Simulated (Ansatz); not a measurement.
Computed with Ansatz on PBE0-D4/def2-TZVP structures; ΔE is electronic, products minus reactants. CCSD(T)/CBS adds triple-zeta CCSD(T) − MP2 to the extrapolated MP2 energy (def2 sets, frozen cores). Double bonds are as drawn, so ΔE can hold a change between cis and trans. DFT in def2-TZVPP. One conformer a species, not always the lowest.

`[SiH3][AlH][SH]` + `B/C=C/CF` → `B/C=[CH]/[AlH][SiH3]` + `FCS`  (formal exchange of groups at the Al–S bond)

`[SiH3][AlH][SH]`:

```xyz
8

Si   -0.610    1.388   -0.366
Al    0.030   -0.945    0.006
S     1.864   -1.290    1.142
H     0.393    2.335    0.195
H    -1.926    1.681    0.271
H    -0.751    1.675   -1.822
H    -0.773   -2.214   -0.503
H     1.772   -2.629    1.077
```

`B/C=C/CF`:

Cartesian coordinates in Å:
```
B 0.132 1.195 -1.770
C -0.449 0.378 -0.615
C 0.366 -0.171 0.297
C -0.045 -0.984 1.465
F -1.406 -1.140 1.546
H 1.322 1.330 -1.840
H -0.564 1.700 -2.601
H -1.517 0.215 -0.491
H 1.443 -0.031 0.208
H 0.304 -0.511 2.392
H 0.414 -1.980 1.409
```

`B/C=[CH]/[AlH][SiH3]`:

Z-matrix (Å, degrees):
```
Si
Al 1 2.458
H 1 1.492 2 111.0
H 1 1.490 2 112.8 3 -120.7
H 1 1.492 2 111.0 3 118.6
C 2 1.960 1 116.7 3 -59.5
H 2 1.589 1 123.2 3 120.5
C 6 1.352 2 121.9 1 0.1
H 6 1.093 2 122.5 1 -179.8
B 8 1.543 6 122.2 2 -179.9
H 8 1.093 6 117.9 2 0.0
H 10 1.197 8 121.9 6 179.7
H 10 1.198 8 118.6 6 -0.3
```

`FCS`:

Cartesian coordinates in Å:
```
F 0.549 0.865 1.135
C 0.077 -0.210 0.419
S 0.363 -0.059 -1.341
H -0.987 -0.317 0.629
H 0.616 -1.104 0.740
H -0.618 0.824 -1.582
```

| level | ΔE (kJ/mol) | difference from CCSD(T)/CBS |
| --- | --- | --- |
| PBE-D4 | 148.8 | 0.7 |
| PBE0-D4 | 153.1 | 5.0 |
| ωB97M-V | 148.7 | 0.6 |
| B2PLYP | 149.9 | 1.8 |
| PBE | 150.2 | 2.1 |
| SCS-MP2/def2-TZVPP | 147.5 | -0.6 |
| CCSD(T)/def2-TZVPP | 148.0 | -0.1 |
| SCS-MP2/def2-QZVPP | 147.6 | -0.5 |
| HF/CBS(def2) | 155.3 | 7.2 |
| CCSD/CBS(def2) | 149.8 | 1.7 |
| CCSD(T)/CBS | 148.1 | 0 |

Largest T1 diagnostic among the species: 0.013.

From PBE to PBE0 (25 % exact exchange), in def2-TZVPP and without D4, ΔE moves by +4.2 kJ/mol. In def2-TZVPP, CCSD(T) changes the Hartree–Fock value by −8.5 kJ/mol (the triples alone add −1.8 kJ/mol) and MP2 by −5.6 kJ/mol.
